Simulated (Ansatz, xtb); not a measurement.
# Relative energy of two structures of CH2GaOS+

Structure I is a singlet given by its coordinates and structure II is a singlet given by its coordinates. Both are isolated ions in the gas phase, relaxed with PBE0-D3(BJ)/def2-SVP.

I (Å):

```xyz
6

C    -1.4150   -0.6727    0.5030
Ga   -2.9320    2.4158    1.0233
O    -0.8654   -1.7857    0.1664
S    -1.9568    0.4795   -0.5536
H    -0.7955   -1.8908   -0.8023
H    -1.4819   -0.5790    1.5976
```

Close contacts (Å): C1–O3 1.29, C1–S4 1.65, Ga2–S4 2.68, C1–H6 1.10, O3–H5 0.98.

II (Å):

```xyz
6

C    -1.1809   -0.6123    0.1187
Ga   -1.3187    2.3828    1.3719
O    -1.6077    0.4109    0.6690
S    -2.0706   -2.0338   -0.1699
H    -0.1357   -0.6787   -0.2435
H    -3.2251   -1.5840    0.3823
```

Close contacts (Å): C1–O3 1.24, C1–S4 1.70, Ga2–O3 2.11, C1–H5 1.11, S4–H6 1.36.

Energies in hartree; the thermal terms are from PBE0-D3(BJ)/def2-SVP harmonic frequencies (ideal gas, rigid rotor, one conformer each, 400 K, 1 atm) and include the zero-point energy:

|  | I | II |
| --- | --- | --- |
| E, CCSD(T)/def2-TZVP | −2435.311540 | −2435.322953 |
| zero-point energy | 0.033151 | 0.029615 |
| H(400 K) − E | 0.042415 | 0.039194 |
| G(400 K) − E | −0.011140 | −0.014648 |

**Question.** Work out ΔE, ΔE₀, ΔH and ΔG for I → II in kJ/mol (1 Eh = 2625.50 kJ/mol) and the equilibrium ratio [II]/[I].

**Answer.** 1. ΔE = −2435.322953 − (−2435.311540) = −0.011413 Eh = −29.96 kJ/mol.
2. ΔE₀ = ΔE + ΔZPE = −0.011413 + (−0.003536) Eh = −39.25 kJ/mol.
3. ΔH = ΔE + (−0.003221) Eh = −38.42 kJ/mol.
4. ΔG = ΔE + (−0.003508) Eh = −39.18 kJ/mol, so ΔS = (ΔH − ΔG)/T = +1.9 J/(mol K).
5. kT = 1.2667 mEh, so K = [II]/[I] = exp(−ΔG/kT) = exp(+11.78) ≈ 1.3 × 10^5.

Structure II is favoured at this temperature. An error of 4 kJ/mol in ΔG would change K by a factor of 3.3. Mirror images and further conformers aren't counted.

Other levels gave ΔE = −96.1 (GFN2-xTB); −56.4 (HF/STO-3G, GFN2-xTB geometries); −26.1 (r2SCAN-D4/def2-SVP, GFN2-xTB geometries); −24.0 (PBE0-D3(BJ)/def2-SVP); −38.0 (HF/def2-TZVP); −27.7 (MP2/def2-TZVP) kJ/mol. The correlated steps freeze 16 core orbitals; the filled d shell of Ga is correlated, in a basis made for valence electrons. Programs: Ansatz 0.2.0, xtb 6.7.1.
